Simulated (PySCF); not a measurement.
Radial density of Cr²⁺ (chromium, charge +2)

UHF, [Ar] 3d3 4p1, one real determinant (an excited configuration). Calculation: PySCF 2.14, in aug-cc-pwCVTZ-DK (10s9p7d4f3g, 127 functions); the spin-free X2C one-electron Hamiltonian (Gaussian nucleus).

| r (bohr) | 4πr²ρ (e/bohr) | 4πr²(ρα − ρβ) |
| --- | --- | --- |
| 0.000867 | 0.1248 | 0.0000 |
| 0.00146 | 0.3193 | 0.0000 |
| 0.00245 | 0.8034 | -0.0001 |
| 0.00413 | 1.967 | -0.0001 |
| 0.00694 | 4.600 | -0.0003 |
| 0.0117 | 9.911 | -0.0007 |
| 0.0196 | 18.51 | -0.0012 |
| 0.0330 | 27.12 | -0.0010 |
| 0.0556 | 27.55 | 0.0025 |
| 0.0935 | 21.96 | 0.0156 |
| 0.157 | 28.41 | 0.0730 |
| 0.264 | 27.48 | 0.3983 |
| 0.445 | 10.74 | 1.5311 |
| 0.748 | 13.14 | 2.7588 |
| 1.26 | 6.255 | 1.7652 |
| 2.12 | 0.8937 | 0.6620 |
| 3.56 | 0.3072 | 0.3066 |
| 5.99 | 0.02043 | 0.0204 |
| 10.1 | 1.530e-05 | 0.0000 |

Densities and radii are taken from the X2C orbitals without a picture-change correction, which distorts them close to the nucleus.

⟨L²⟩ = 14.03 against 20 for a pure G term, so this real determinant mixes terms.
